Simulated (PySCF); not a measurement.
[Ce(NH3)6]3+ at several levels of theory

Computed with PySCF 2.14.0 (density fitting, no spin-orbit coupling) at the geometry relaxed with PBE0:

```xyz
25
[Ce(NH3)6]3+ (singlet in the valence; each metal's 4f electrons, 1 of them, lie in its core potential, out of spins and levels)
Ce    0.0000    0.0000    0.0000
N     0.0056    0.0082    2.6791
H     0.8112    0.4741    3.1182
H    -0.7975    0.4737    3.1229
H     0.0072   -0.9193    3.1246
N    -0.0056   -0.0082   -2.6791
H     0.7975   -0.4737   -3.1229
H    -0.8112   -0.4741   -3.1182
H    -0.0072    0.9193   -3.1246
N     2.6786   -0.0012    0.0021
H     3.1203   -0.4645    0.8078
H     3.1242   -0.4645   -0.8013
H     3.1191    0.9288    0.0021
N     0.0011    2.6786    0.0072
H     0.4496    3.1180    0.8225
H     0.4792    3.1264   -0.7864
H    -0.9287    3.1190   -0.0073
N    -2.6786    0.0012   -0.0021
H    -3.1242    0.4645    0.8013
H    -3.1203    0.4645   -0.8078
H    -3.1191   -0.9288   -0.0021
N    -0.0011   -2.6786   -0.0072
H    -0.4792   -3.1264    0.7864
H    -0.4496   -3.1180   -0.8225
H     0.9287   -3.1190    0.0073
```

```json
{"level": "PBE0", "basis": "Ce lcecp-1-SVP with ECP47, N def2-SVP, H def2-SVP", "state": "singlet", "HOMO (eV)": "-20.82", "gap (eV)": "8.09", "charge on Ce1 (e)": "1.41", "population of f-type functions on Ce1 (polarisation alone where 4f lies in the core)": "0.04", "dipole about the centre of mass (D)": "0.00", "largest force component (eV/Å)": "0.00"}
{"level": "TPSS", "basis": "the same", "state": "singlet", "HOMO (eV)": "-19.38", "gap (eV)": "5.97", "charge on Ce1 (e)": "1.34", "population of f-type functions on Ce1 (polarisation alone where 4f lies in the core)": "0.04", "dipole about the centre of mass (D)": "0.00", "largest force component (eV/Å)": "0.26"}
{"level": "PBE0", "basis": "Ce lcecp-1-TZVP with ECP47, N def2-TZVP, H def2-TZVP", "state": "singlet", "HOMO (eV)": "-20.82", "gap (eV)": "8.11", "charge on Ce1 (e)": "2.00", "population of f-type functions on Ce1 (polarisation alone where 4f lies in the core)": "0.07", "dipole about the centre of mass (D)": "0.00", "largest force component (eV/Å)": "0.40"}
{"level": "PBE0", "basis": "Ce def2-SVP with ECP28, N def2-SVP, H def2-SVP", "state": "doublet", "HOMO (eV)": "-19.45", "gap (eV)": "6.06", "charge on Ce1 (e)": "1.43", "population of f-type functions on Ce1 (polarisation alone where 4f lies in the core)": "1.14", "dipole about the centre of mass (D)": "0.00", "largest force component (eV/Å)": "0.13"}
```

In the lcecp rows the 4f levels are missing from HOMO and gap, and the state counts the valence alone.

HOMO and gap are taken over both spins. Charges are Mulliken's, which hang on the basis. The relaxation used the grid (50, 194), these runs (75, 302) or, all-electron (x2c bases, spin-free X2C Hamiltonian), (99, 590).

**Question.** A further run in the first row's basis gives HOMO (eV) -19.21, gap (eV) 5.70, charge on Ce1 (e) 1.27, population of f-type functions on Ce1 (polarisation alone where 4f lies in the core) 0.04, dipole about the centre of mass (D) 0.00, largest force component (eV/Å) 0.34. Which level was it?
A. M06-L
B. B3LYP
C. revPBE

**Answer.** C. The others give HOMO -20.54 eV (B3LYP); -19.67 eV (M06-L).

In the first row's basis the gap widens with exact exchange: 5.7 to 6.5 eV for revPBE, TPSS, M06-L (none); 7.6 to 8.1 eV for B3LYP, PBE0 (a fixed share).

No frequency check is given that shows the relaxed geometry to be a minimum. An lcecp potential fixes the number of 4f electrons, so in runs with it no electron can move into or out of that shell.

Rows with open f shells in the valence may stand above their lowest state, and their gaps can end on f levels.
